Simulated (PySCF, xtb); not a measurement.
C₂H₃O₂, SMILES [CH2]OC=O, multiplicity 2. One conformer was computed; it need not be the lowest.

Harmonic wavenumbers (cm⁻¹) from GFN2-xTB (xtb 6.7.1) at its own minimum, in rising order: 271, 286, 400, 485, 712, 870, 984, 1109, 1184, 1318, 1348, 1725, 2880, 3119, 3199.

Task: What does B3LYP-D3(BJ)/def2-SVP run with PySCF 2.14.0 give at its own minimum? (The exact figures need the calculation; the answer reports its results.)

Result: 132, 260, 326, 385, 757, 995, 1030, 1166, 1252, 1397, 1435, 1841, 3067, 3181, 3349. Paired by order, the mean absolute difference is 91 cm⁻¹ and the zero-point energies are 28.4 and 29.4 kcal/mol.
